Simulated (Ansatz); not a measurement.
Reaction (adduct formation): aluminium trichloride + arsine → `[Cl][Al-]([Cl])([Cl])[AsH3+]`

Gas-phase electronic energies from Ansatz, PBE0-D4/def2-TZVP geometries. CCSD(T)/CBS adds triple-zeta CCSD(T) − MP2 to the extrapolated MP2 energy (def2 sets, frozen cores). This one scheme is used for every species. Functionals use def2-TZVPP. For As outer-core shells are correlated without core-valence functions, which leaves a few kJ/mol of doubt a bond. Scalar relativity is left out up to krypton.

`[Cl][Al]([Cl])[Cl]`:

Z-matrix (Å, degrees):
```
Al
Cl 1 2.069
Cl 1 2.069 2 120.0
Cl 1 2.069 2 120.0 3 180.0
```

`[AsH3]`:

Cartesian coordinates in Å:
```
As -0.469 0.119 -0.413
H 0.509 1.173 0.086
H -0.694 -0.415 0.995
H 0.654 -0.877 -0.668
```

`[Cl][Al-]([Cl])([Cl])[AsH3+]`:

Cartesian coordinates in Å:
```
Cl -0.772 0.582 -2.554
Al -0.549 -0.836 -1.016
Cl -2.296 -1.479 -0.037
Cl 1.017 -2.228 -1.208
As 0.444 0.676 0.822
H 1.748 1.371 0.547
H -0.364 1.854 1.291
H 0.772 0.060 2.154
```

```json
{"level": "BHLYP-D4", "ΔE (kJ/mol)": "-77.3"}
{"level": "CAM-B3LYP-D4", "ΔE (kJ/mol)": "-69.3"}
{"level": "LC-ωPBE", "ΔE (kJ/mol)": "-73.2"}
{"level": "CCSD/def2-TZVPP", "ΔE (kJ/mol)": "-66.8"}
```

Problem. What does CCSD(T)/CBS give? (An estimate is asked.)

Solution. The calculation gave: -70.9 kJ/mol. The listed levels differ from it by -6.4, 1.6, -2.3, 4.1 kJ/mol.

Largest T1 diagnostic among the species: 0.011.

From PBE to PBE0 (25 % exact exchange), in def2-TZVPP and without D4, ΔE moves by −7.6 kJ/mol. Leaving LDA and LC-ωPBE aside and taking each functional with its dispersion term where it has one, the values, not all of them listed here, spread over 19.8 kJ/mol, from PBE0-D4 to B2PLYP. LDA lies −25.7 kJ/mol from PBE without D4.
